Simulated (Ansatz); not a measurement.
Results of the Gaussian-basis code of Ansatz.

Basis-set series for CH3BFGa. Charge 0, multiplicity 1. The bonds changed during the relaxation, so this is another structure than the one it started from. Geometry: relaxed with PBE0-D4/def2-TZVP.

| atom | x (Å) | y (Å) | z (Å) |
| --- | --- | --- | --- |
| F1 | -0.0066 | -0.1572 | -1.7289 |
| C2 | 0.0557 | 0.5754 | -0.5314 |
| B3 | 0.4731 | -0.0583 | 0.7023 |
| Ga4 | -1.4356 | -1.2365 | -0.1405 |
| H5 | -0.3008 | 1.5806 | -0.7267 |
| H6 | 0.7634 | -1.2424 | 0.6881 |
| H7 | 0.4508 | 0.5383 | 1.7372 |

| functional | basis | functions | energy (Eh) | HOMO (eV) | LUMO (eV) |
| --- | --- | --- | --- | --- | --- |
| PBE0-D4 | def2-SVP | 89 | -2088.61799 | -6.40 | -1.80 |
| PBE0-D4 | def2-TZVPP | 183 | -2089.05867 | -6.40 | -1.82 |
| ωB97M-V | def2-SVP | 89 | -2088.88365 | -8.42 | 0.00 |
| ωB97M-V | def2-TZVPP | 183 | -2089.32987 | -8.44 | -0.05 |

Problem. Give the rows for def2-QZVPP. (Estimate.)

Solution. The calculation gave: 
```json
{"functional": "PBE0-D4", "basis": "def2-QZVPP", "functions": "350", "energy (Eh)": "-2089.11045", "HOMO (eV)": "-6.42", "LUMO (eV)": "-1.85"}
{"functional": "ωB97M-V", "basis": "def2-QZVPP", "functions": "350", "energy (Eh)": "-2089.37974", "HOMO (eV)": "-8.46", "LUMO (eV)": "-0.18"}
```

Scalar relativity is left out up to krypton.
